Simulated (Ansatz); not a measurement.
Cl2FH3SiSn, SMILES `[F][Sn]([SiH3])([Cl])[Cl]`, relaxed with RKS PBE0-D4/def2-TZVP in Ansatz from a PBE-D4/def2-SVP geometry. The force threshold is 0.005 eV/Å; the program also tests the step.

The species carries charge 0 and has multiplicity 1. Sn: def2 effective core potential.

Start:

```xyz
8

F    -0.804   -0.503   -2.467
Sn    0.004   -0.870   -0.725
Si   -0.049    1.169    0.868
Cl   -1.187   -2.731    0.108
Cl    2.195   -1.595   -1.224
H     0.588    0.709    2.144
H    -1.484    1.549    1.071
H     0.737    2.271    0.225
```

| step | energy (eV) | largest force (eV/Å) | largest move (Å) |
| --- | --- | --- | --- |
| 1 | -41512.2127 | 0.664 | 0.000 |
| 2 | -41512.2807 | 0.187 | 0.073 |
| 3 | -41512.2885 | 0.043 | 0.034 |
| 4 | -41512.2889 | 0.010 | 0.011 |
| 5 | -41512.2892 | 0.025 | 0.020 |
| 6 | -41512.2892 | 0.006 | 0.011 |
| 7 | -41512.2893 | 0.003 | 0.004 |

End:

```xyz
8

F    -0.778   -0.469   -2.380
Sn    0.021   -0.875   -0.692
Si   -0.048    1.163    0.865
Cl   -1.160   -2.713    0.060
Cl    2.141   -1.611   -1.237
H     0.578    0.743    2.139
H    -1.473    1.522    1.043
H     0.719    2.240    0.201
```

Run time 29 s (4 threads of a server CPU on a shared host); peak host memory 0.71 GiB.
